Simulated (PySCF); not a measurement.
Dipole moment and polarisability of `C#Cc1cnncc1C=C`

Species: C8H6N2.
Structure used (GFN2-xTB), in Å, numbered top down from 1:
```xyz
16
C8H6N2 angstrom
C      0.1790    3.0413   -0.7380
C      0.4763    1.9087   -0.4692
C      0.8626    0.5900   -0.1463
C      2.2220    0.2373   -0.1235
N      2.6456   -0.9691    0.1760
N      1.7950   -1.9076    0.4825
C      0.5030   -1.6658    0.4772
C     -0.0620   -0.4214    0.1562
C     -1.4917   -0.1576    0.1390
C     -2.4453   -1.0810    0.1743
H     -0.0879    4.0283   -0.9738
H      2.9868    0.9646   -0.3583
H     -0.1166   -2.5060    0.7549
H     -1.7549    0.8911    0.0715
H     -3.4860   -0.8079    0.1514
H     -2.2334   -2.1360    0.2147
```

Level: CAM-B3LYP/def2-SVPD (PySCF), static field, nuclei fixed, core orbitals frozen in the response. The polarisability tensor in these axes (au):

```
x   129.21   4.19  -1.14
y     4.19 134.27 -17.86
z    -1.14 -17.86  62.53
```

Task: What are the eigenvalues, a third of the trace, and Δα (Δα² = ½Σ(αi − αj)² over the three pairs)?

Result: Principal values 58.33, 127.50 and 140.18 au; mean 108.67 au = 16.10 Å³ = 17.92 × 10⁻⁴⁰ C²·m²/J; Δα = 76.31 au (70 % of the mean).

Task: What is the dipole moment, and where does it point?

Result: (-3.77, 2.57, -0.57) D, 4.60 D in size, pointing from the negative to the positive side. Measured along this direction, the outermost atoms are N5 at the negative end and H11 and H15 at the positive end.

Task: Give the eigenvalues of the traceless quadrupole moment Θ = ½Σq(3rr − r²1), origin at the centre of nuclear charge.

Result: -11.15, -3.64, 14.79 D·Å. The values depend on the origin, since the dipole doesn't vanish. The electronic extent ⟨r²⟩ about the same centre is 1385 bohr², a root-mean-square distance of 2.39 Å for the 68 electrons.

Task: Estimate the molar refractivity from the static electronic polarisability.

Result: Lorentz–Lorenz: R = (4π/3)N_A α = 2.5225 cm³/(mol·Å³) × 16.10 Å³ = 40.6 cm³/mol, in the limit of long wavelengths.

Task: Refractivity n − 1 of an ideal gas of it at 400 K and 1 atm, from the electronic α?

Result: N = p/kT = 1.8347 × 10¹⁹ cm⁻³, so n − 1 = 2π × N × 16.10 × 10⁻²⁴ cm³ = 1856 × 10⁻⁶ at long wavelengths.

Task: How large is μ²/3kT at 250 K beside α?

Result: In Gaussian units μ²/3kT = 204.10 Å³ against 16.10 Å³, a ratio of 12.67; the Debye molar polarisation (4π/3)N_A(α + μ²/3kT) is 555.5 cm³/mol, leaving out the vibrational part.

Geometry: GFN2-xTB, one conformer, isolated molecule.
